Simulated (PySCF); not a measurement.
C₃H₅O₂, SMILES CCO[C]=O, multiplicity 2. The structure is a stationary point at PBE-D3(BJ)/def2-SVP. The isomer is the one that the SMILES or the coordinates give; other isomers of the formula were not compared. One conformer was computed; it need not be the lowest.

Computed equilibrium geometry at PBE-D3(BJ)/def2-SVP (PySCF confirms it by a frequency run) as bond lengths and angles (one conformer of several):
Atoms: C1 C2 O3 C4 O5 H6 H7 H8 H9 H10. Bonds (Å): C1–C2 1.515, C1–H6 1.108, C1–H7 1.108, C1–H8 1.109, C2–O3 1.479, C2–H9 1.106, C2–H10 1.109, O3–C4 1.318, C4–O5 1.202. Bond angles (°): C2–C1–H6 111.0, C2–C1–H7 111.1, C2–C1–H8 109.7, H6–C1–H7 108.9, H6–C1–H8 107.9, H7–C1–H8 108.2, C1–C2–O3 111.2, C1–C2–H9 112.4, C1–C2–H10 111.9, O3–C2–H9 103.8, O3–C2–H10 107.6, H9–C2–H10 109.5, C2–O3–C4 116.7, O3–C4–O5 130.9.
Charge 0, spin multiplicity 2.
